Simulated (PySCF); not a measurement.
Several orderings of computed values.

All species are isolated and taken at one optimised geometry, non-relativistic unless stated. Electronic properties by PySCF.

The conformers computed, where there is a choice (atom-mapped SMILES and torsion angles):
- `[CH3:1][C:2](=[O:3])[P:4]([SiH3:5])[CH2:6][P:7]([CH3:8])[CH3:9]`: C1–C2–P4–Si5 79°, C2–P4–C6–P7 -139°, P4–C6–P7–C8 -71°
- `[CH2:1]=[N:2]/[N:3]=[C:4](/[CH3:5])[C:6]([CH3:7])([CH3:8])[CH3:9]`: C1–N2–N3–C4 -108°, N3–C4–C6–C7 62°
- `[CH:1]#[C:2][CH2:3][P:4]([CH2:5][CH2:6][CH3:7])[C:8]([F:9])([F:10])[F:11]`: C2–C3–P4–C5 -73°, C3–P4–C5–C6 -176°, P4–C5–C6–C7 -177°, C3–P4–C8–F9 55°
- `[O:1]=[CH:2]/[CH:3]=[CH:4]/[SiH2:5][S:6][SiH3:7]`: O1–C2–C3–C4 180°, C3–C4–Si5–S6 177°, C4–Si5–S6–Si7 180°
- `[cH:1]1[p:2][cH:3][c:4]([CH:5]2[CH2:6][CH2:7]2)[s:8]1`: C3–C4–C5–C6 149°
- `[CH3:1][CH2:2][C:3]1=[CH:4][CH:5]=[N:6][CH2:7][CH:8]1`: C1–C2–C3–C4 -80°

The conformers of `C=C(C)[C@@H]1CC[SiH2]N1` and `CCN1C[C@@H](C)C(C)=N1` aren't listed.

Question: Rank by HOMO energy, lowest first (PBE0/pcSseg-1 at GFN2-xTB geometries).
A. `C=C(C)[C@@H]1CC[SiH2]N1`
B. `C#CCP(CCC)C(F)(F)F`
C. `P(C)(CP(C(=O)C)[SiH3])C`
D. `C=N/N=C(/C)C(C)(C)C`

Answer: B (-7.62 eV), C (-6.77 eV), D (-6.60 eV), A (-6.46 eV).

Question: Rank by smallest rotational constant, highest first (GFN2-xTB).
A. `C#CCP(CCC)C(F)(F)F`
B. `c1pcc(C2CC2)s1`
C. `C=N/N=C(/C)C(C)(C)C`
D. `C1[CH]C(=CC=N1)CC` [radical]
E. `[SiH2](/C=C/C=O)S[SiH3]`

Answer: D (1.207 GHz), C (1.039 GHz), B (0.837 GHz), A (0.491 GHz), E (0.404 GHz).

Give the two extremes of that set in cm⁻¹.

`O=C/C=C/[SiH2]S[SiH3]`: 0.0135 cm⁻¹; `CCC1=CC=NC[CH]1` [doublet state]: 0.0403 cm⁻¹.

Question: Rank by HOMO–LUMO gap, lowest first (PBE0/pcSseg-1 at GFN2-xTB geometries).
A. `C#CCP(CCC)C(F)(F)F`
B. `C=C(C)[C@@H]1CC[SiH2]N1`
C. `CC(=O)P([SiH3])CP(C)C`
D. `C[C@@H]1CN(N=C1C)CC`
E. `C=N/N=C(/C)C(C)(C)C`

Answer: C (5.71 eV), D (6.02 eV), E (6.41 eV), B (7.03 eV), A (7.87 eV).

By how much do the two ends of that ranking differ?

By 2.16 eV, between `C#CCP(CCC)C(F)(F)F` and `CC(=O)P([SiH3])CP(C)C`.
